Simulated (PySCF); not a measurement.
Magnetisability and related constants of `[H]/N=C(\CF)[C@@H](C)OC=O`, C₅H₈FNO₂

Computed, not measured: GIAO B97-2/cc-pVDZ magnetisability, rotational g tensor and spin-rotation constants, non-relativistic, gas phase in PySCF. Geometry: GFN2-xTB.

Input:
```
{"job": {"kind": "mag", "xc": "B97-2", "basis": "cc-pVDZ", "scf": {"damp": 0.3}}, "charge": 0, "multiplicity": 1}
C      1.086665     1.782577    -0.044163
C      0.361734     0.483979    -0.361057
O      1.282194    -0.609168    -0.185711
C      1.304063    -1.554662    -1.104795
O      0.587509    -1.645698    -2.057823
C     -0.872838     0.298100     0.497736
N     -1.445997     1.308727     0.964933
C     -1.324477    -1.137378     0.662252
F     -2.522491    -1.187911     1.326114
H      0.372230     2.597637    -0.081321
H      1.506955     1.729044     0.955777
H      1.885405     1.953914    -0.760055
H      0.028359     0.472324    -1.410425
H      2.102400    -2.272956    -0.853989
H     -2.292168     1.116491     1.497416
H     -1.466607    -1.617742    -0.312332
H     -0.599934    -1.705250     1.257533
```
Coordinates are in Å.

Command: `OMP_NUM_THREADS=1 python excited_run.py task.json out`

(1) What does the run print?

Answers

(1) Atoms count from 0.
```
damping 0.30 in the first 6 cycles
final grid: 144032 points
cycle   1  E = -500.0168078056  dE =  1.450e+00  |g| = 1.056e+00  |ddm| = 7.630e+00
cycle   2  E = -500.0171496726  dE = -3.419e-04  |g| = 1.049e+00  |ddm| = 2.402e+00
cycle   3  E = -500.0005805894  dE =  1.657e-02  |g| = 1.071e+00  |ddm| = 2.378e+00
cycle   4  E = -499.8834217880  dE =  1.172e-01  |g| = 1.309e+00  |ddm| = 2.620e+00
cycle   5  E = -499.7962524254  dE =  8.717e-02  |g| = 1.458e+00  |ddm| = 3.057e+00
cycle   6  E = -497.5715557667  dE =  2.225e+00  |g| = 3.470e+00  |ddm| = 5.409e+00
cycle   7  E = -487.8285155113  dE =  9.743e+00  |g| = 6.231e+00  |ddm| = 1.153e+01
cycle   8  E = -499.5989229072  dE = -1.177e+01  |g| = 1.772e+00  |ddm| = 8.964e+00
cycle   9  E = -500.1123998633  dE = -5.135e-01  |g| = 7.988e-01  |ddm| = 3.100e+00
cycle  10  E = -500.2236922268  dE = -1.113e-01  |g| = 1.901e-01  |ddm| = 9.878e-01
cycle  11  E = -500.2295941704  dE = -5.902e-03  |g| = 9.728e-02  |ddm| = 3.388e-01
cycle  12  E = -500.2315601725  dE = -1.966e-03  |g| = 3.328e-02  |ddm| = 1.510e-01
cycle  13  E = -500.2317823107  dE = -2.221e-04  |g| = 7.075e-03  |ddm| = 4.518e-02
cycle  14  E = -500.2317936564  dE = -1.135e-05  |g| = 1.523e-03  |ddm| = 1.346e-02
cycle  15  E = -500.2317940803  dE = -4.239e-07  |g| = 6.982e-04  |ddm| = 3.087e-03
cycle  16  E = -500.2317941748  dE = -9.445e-08  |g| = 1.362e-04  |ddm| = 1.017e-03
cycle  17  E = -500.2317941783  dE = -3.508e-09  |g| = 5.858e-05  |ddm| = 2.509e-04
cycle  18  E = -500.2317941790  dE = -7.034e-10  |g| = 1.729e-05  |ddm| = 1.075e-04
converged SCF energy = -500.2317941790

Magnetisability tensor (1e-30 J/T^2)
    -1155.55      -57.95      -35.14
      -57.95    -1051.95       88.96
      -35.14       88.96    -1167.57
isotropic -1125.02   principal values   -1216.13  -1181.08   -977.87
isotropic susceptibility -67.751 1e-6 cm^3/mol

Inertial axes            a          b          c
rot. const./GHz      2.0715     1.2837     0.8739
chi total           -66.188    -64.345    -72.718
chi diamagnetic    -682.259   -969.919  -1408.564
chi paramagnetic    616.071    905.573   1335.846
quadrupole/D A       -0.171     -1.802      1.973
g nuclear            0.5725     0.5288     0.5392
g electronic        -0.5996    -0.5462    -0.5484
g total             -0.0271    -0.0173    -0.0093

Spin-rotation constants (kHz, H = +C I.J)
atom  isotope        aa         bb         cc
  6    14N        0.606      0.196      0.020
  8    19F        0.868      0.007      0.056
  9     1H       -0.139     -0.064     -0.055
 10     1H       -0.233     -0.123      0.007
 11     1H        0.024     -0.126     -0.105
 12     1H       -0.144     -0.125      0.041
 13     1H       -0.059     -0.078     -0.001
 14     1H        0.368     -0.124     -0.107
 15     1H       -0.174     -0.026     -0.030
 16     1H       -0.217     -0.106      0.042
  0    13C*       0.261      0.155      0.111
  1    13C*       0.411      0.259      0.191
  2    17O*      -0.368     -0.194     -0.280
  3    13C*       0.695      0.458      0.251
  4    17O*      -0.511     -0.488     -0.419
  5    13C*       0.972      0.532      0.167
  7    13C*       0.329      0.318      0.216
* in the singly substituted isotopologue
```

It took 35 s wall time on 1 thread of an AMD EPYC 7B13, shared host, peak memory 0.77 GiB.
